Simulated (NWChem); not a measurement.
System: SiH4S; SMILES [SiH3]S

Input file for NWChem:

```
start job
memory heap 200 mb stack 900 mb global 1100 mb
geometry units angstroms noautosym nocenter noautoz
  Si     0.003674     0.991361    -0.000256
  S      0.077870    -1.144350    -0.001017
  H     -0.679957     1.513732     1.210066
  H      1.421919     1.422657    -0.006134
  H     -0.690252     1.513781    -1.204674
  H     -1.256739    -1.300457     0.001458
end
basis spherical
  Si library 6-31g*
  S library 6-31g*
  H library 6-31g*
end
dft
  xc pbe0
  iterations 150
end
cosmo
  do_cosmo_smd true
  solvent dcm
end
task dft energy
```

Output (shortened):

```
             Northwest Computational Chemistry Package (NWChem) 7.3.0
             --------------------------------------------------------

                             Geometry "geometry" -> ""
                             -------------------------

 Output coordinates in angstroms (scale by  1.889725989 to convert to a.u.)

  No.       Tag          Charge          X              Y              Z
 ---- ---------------- ---------- -------------- -------------- --------------
    1 Si                  14.0000     0.00367400     0.99136100    -0.00025600
    2 S                   16.0000     0.07787000    -1.14435000    -0.00101700
    3 H                    1.0000    -0.67995700     1.51373200     1.21006600
    4 H                    1.0000     1.42191900     1.42265700    -0.00613400
    5 H                    1.0000    -0.69025200     1.51378100    -1.20467400
    6 H                    1.0000    -1.25673900    -1.30045700     0.00145800

 Effective nuclear repulsion energy (a.u.)      89.2443220958

                                 NWChem DFT Module
                                 -----------------

 Summary of "ao basis" -> "ao basis" (spherical)
 ------------------------------------------------------------------------------
       Tag                 Description            Shells   Functions and Types
 ---------------- ------------------------------  ------  ---------------------
 Si                          6-31g*                  8       18   4s3p1d
 S                           6-31g*                  8       18   4s3p1d
 H                           6-31g*                  2        2   2s

 in cosmo_initialize ...
 calling solv_data for solv:dcm

 solvent parameters
 solvname_short: dcm
 solvname_long:  dichloromethane
 dielec:        8.9300
 dielecinf:     2.0283
 nonaqueous SMD model solvent descriptors
 dielec:        8.9300
 sola:          0.1000
 solb:          0.0500
 solc:          0.0000
 solg:         39.1500
 solh:          0.6670
 soln:          1.4242

          ---------------
          -cosmo- solvent
          ---------------
 Cosmo: York-Karplus, doi: 10.1021/jp992097l
 dielectric constant -eps-     =   8.93
 screen = (eps-1)/(eps    )    =   0.88802
 surface charge correction     = lagrangian

   van der Waals surface
 --------------------------

[...]

                                COSMO-SMD solvation results
                                ---------------------------

             internal energy in gas <Psi(g)|H|Psi(g)> =      -689.792143394230
         internal energy in solvent <Psi(s)|H|Psi(s)> =      -689.791691556292
                               delta internal energy  =         0.000451837938 (    0.28 kcal/mol)
   total free energy in solvent <Psi(s)|H+V/2|Psi(s)> =      -689.795352520811
 polarization energy contribution <Psi(s)|V/2|Psi(s)> =        -0.003660964518 (   -2.30 kcal/mol)
    total free energy in solvent including G(SMD-CDS) =      -689.797337507014
                       G(SMD-CDS) energy contribution =        -0.001984986203 (   -1.25 kcal/mol)
     1 M fixed-concentration free energy of solvation =        -0.005194112784 (   -3.26 kcal/mol)

                       DFT Final Molecular Orbital Analysis
                       ------------------------------------

 Vector   15  Occ=2.000000D+00  E=-3.652048D-01
              MO Center=  5.9D-01,  8.8D-01, -3.5D-03, r^2= 2.6D+00
   Bfn.  Coefficient  Atom+Function         Bfn.  Coefficient  Atom+Function
  ----- ------------  ---------------      ----- ------------  ---------------
     7      0.369847  1 Si px                40      0.308567  4 H  s
    39      0.283622  4 H  s                 26     -0.256381  2 S  py
     8      0.176047  1 Si py                 3     -0.151646  1 Si px
    30     -0.105496  2 S  py                44      0.104689  6 H  s
    22      0.099330  2 S  py                43      0.087597  6 H  s

 Vector   16  Occ=2.000000D+00  E=-3.432107D-01
              MO Center=  2.2D-02, -5.2D-01, -1.4D-03, r^2= 3.1D+00
   Bfn.  Coefficient  Atom+Function         Bfn.  Coefficient  Atom+Function
  ----- ------------  ---------------      ----- ------------  ---------------
    26      0.467515  2 S  py                 8     -0.285153  1 Si py
    25     -0.272945  2 S  px                30      0.223207  2 S  py
    24     -0.194897  2 S  s                 28     -0.194163  2 S  s
    22     -0.181711  2 S  py                38     -0.137380  3 H  s
    42     -0.138047  5 H  s                  7      0.134690  1 Si px

 Vector   17  Occ=2.000000D+00  E=-2.743139D-01
              MO Center= -8.4D-03, -8.2D-01, -3.2D-04, r^2= 2.4D+00
   Bfn.  Coefficient  Atom+Function         Bfn.  Coefficient  Atom+Function
  ----- ------------  ---------------      ----- ------------  ---------------
    27      0.651525  2 S  pz                31      0.415272  2 S  pz
    23     -0.248857  2 S  pz                38     -0.168103  3 H  s
    42      0.167636  5 H  s                 37     -0.099194  3 H  s
    41      0.098956  5 H  s                  9     -0.069361  1 Si pz
    15     -0.068128  1 Si d -1              17     -0.030031  1 Si d  1

 Vector   18  Occ=0.000000D+00  E= 1.074145D-02
              MO Center= -1.1D-01,  7.8D-01,  2.1D-04, r^2= 4.9D+00
   Bfn.  Coefficient  Atom+Function         Bfn.  Coefficient  Atom+Function
  ----- ------------  ---------------      ----- ------------  ---------------
    12      1.240212  1 Si py                28      1.018903  2 S  s
    10     -0.773088  1 Si s                 30      0.764488  2 S  py
     8      0.375954  1 Si py                26      0.297043  2 S  py
    24      0.211821  2 S  s                 40     -0.178922  4 H  s
    11      0.169958  1 Si px                 6     -0.146074  1 Si s

[...]
```

Level: PBE0/6-31G* (spherical d), SMD on the gas-phase geometry. The geometry was optimised at PBE0-D3(BJ)/def2-TZVP. Solvent: dichloromethane.
